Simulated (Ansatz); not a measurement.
One geometry of Ba₅Se₅⁺, several levels of theory.

```yaml
crystal:
  periodic: [false, false, false]
  atoms:
    - {symbol: Ba, position_ang: [-1.069791, 1.700288, -3.101134]}
    - {symbol: Ba, position_ang: [-0.892114, -1.633808, -0.151713]}
    - {symbol: Ba, position_ang: [-1.747804, 2.170176, 1.580036]}
    - {symbol: Ba, position_ang: [2.929676, -0.117541, -1.288803]}
    - {symbol: Ba, position_ang: [1.550419, -1.312667, 3.574656]}
    - {symbol: Se, position_ang: [2.152573, -2.147139, 0.812239]}
    - {symbol: Se, position_ang: [-2.905635, 0.808837, -0.871419]}
    - {symbol: Se, position_ang: [0.520086, -0.867052, -2.972481]}
    - {symbol: Se, position_ang: [0.658426, 1.908054, -0.447297]}
    - {symbol: Se, position_ang: [-1.195847, -0.509149, 2.865934]}
basis:
  gaussian: {orbitals: def2-SVP, initial_orbitals: start.molden}
total_charge: 1
magnetization: {spin_polarized: true, initial_magnetization: 1}
hamiltonian: {xc: pbe, dispersion: d4}
scf: {omitted_lower_state_checks: [starts]}
output: {forces: true, orbitals: {seedname: orbitals}}
```

The file start.molden holds the orbitals of an earlier run on this structure, at another level or in another basis.

```sh
$ ansatz run in.yaml --threads 6 --pin off --events-out ev --progress --plain --max-ram 7833MiB
```

Shortened log:

```
Functional definition: PBE
  name "PBE"
  cite "Perdew, Burke & Ernzerhof, Phys. Rev. Lett. 77, 3865 (1996) doi:10.1103/PhysRevLett.77.3865"
  parent pbe
  parameter kappa = 0.804
  parameter beta = 0.06672455060314922
  exchange = pbe_x(kappa = kappa, mu = beta*pi^2/3)
  correlation = pbe_c(beta = beta)
these checks for a lower state are left out or cut short: starts
3045 factors; their error is unknown
mean field evaluation 1: about -330141.2944 eV, gradient 7.9e0 eV
mean field evaluation 2: about -330141.5398 eV, gradient 2.8e-1 eV
mean field evaluation 4: about -330141.0253 eV, gradient 1.2e-2 eV
mean field evaluation 8: about -330141.0253 eV, gradient 1.4e-5 eV
mean field -330141.02534441 eV, -12132.4589037827 hartree, gradient 1.4e-5 eV, S^2 0.752714; 0 other end points of the search recorded, 0 dependent functions left out
the calculation of the forces begins
reference -330141.02545486 eV, -12132.4589078416 hartree; 110, 109 occupied and 200, 201 virtual orbitals, 3045 factors
Total energy: -330141.87499240 eV, -12132.4901277706 hartree
Atom 0 at    -1.069791     1.700288    -3.101134 Å, force     0.009295     0.010377     0.007408 eV/Å
Atom 1 at    -0.892114    -1.633808    -0.151713 Å, force     0.004906    -0.002675     0.009857 eV/Å
Atom 2 at    -1.747804     2.170176     1.580036 Å, force     0.006339    -0.006754     0.004500 eV/Å
Atom 3 at     2.929676    -0.117541    -1.288803 Å, force    -0.002126    -0.002712     0.009891 eV/Å
Atom 4 at     1.550419    -1.312667     3.574656 Å, force    -0.002846     0.006392    -0.009774 eV/Å
Atom 5 at     2.152573    -2.147139     0.812239 Å, force     0.006786     0.000384    -0.004102 eV/Å
Atom 6 at    -2.905635     0.808837    -0.871419 Å, force    -0.010561    -0.001765    -0.005498 eV/Å
Atom 7 at     0.520086    -0.867052    -2.972481 Å, force    -0.002809    -0.005847    -0.010402 eV/Å
Atom 8 at     0.658426     1.908054    -0.447297 Å, force    -0.004234    -0.003055    -0.004781 eV/Å
Atom 9 at    -1.195847    -0.509149     2.865934 Å, force    -0.004750     0.005656     0.002900 eV/Å
Dipole moment:     1.121201     1.499718     0.633574 e Å
Checks for a lower state left out: starts
```

It took 26 s on 6 threads of Intel Xeon on a shared host, peak host memory 1.2 GiB.

As the first input, with `hamiltonian: {xc: r2scan, dispersion: d4}`, `output: {orbitals: {seedname: orbitals}}` (abridged; 39 s):

```
Functional definition: r2SCAN
mean field -330189.24327260 eV, -12134.2308799605 hartree, gradient 3.0e-5 eV, S^2 0.754787
Total energy: -330189.42014788 eV, -12134.2373800071 hartree
Checks for a lower state left out: starts
```

The first input with `hamiltonian: {xc: {name: BLYP}, dispersion: d4}`, `output: {orbitals: {seedname: orbitals}}` (abridged; 26 s):

```
Functional definition: BLYP
mean field -330188.35892268 eV, -12134.1983807005 hartree, gradient 1.8e-5 eV, S^2 0.752284
Total energy: -330189.93923025 eV, -12134.2564559324 hartree
Checks for a lower state left out: starts
```

The first input with `hamiltonian: {xc: pbe0, dispersion: d4}`, `output: {orbitals: {seedname: orbitals}}` (abridged; 54 s):

```
Functional definition: PBE0
mean field evaluation 16: about -330148.9509 eV, gradient 2.2e-5 eV
mean field -330148.95088120 eV, -12132.7501618876 hartree, gradient 2.2e-5 eV, S^2 0.758934
Total energy: -330149.71774343 eV, -12132.7783435550 hartree
Checks for a lower state left out: starts
```

Geometry: PBE-D4/def2-SVP.

In the def2 sets Ba takes a core potential; there is no spin–orbit coupling. The structure comes from a short search, and lower isomers may exist.
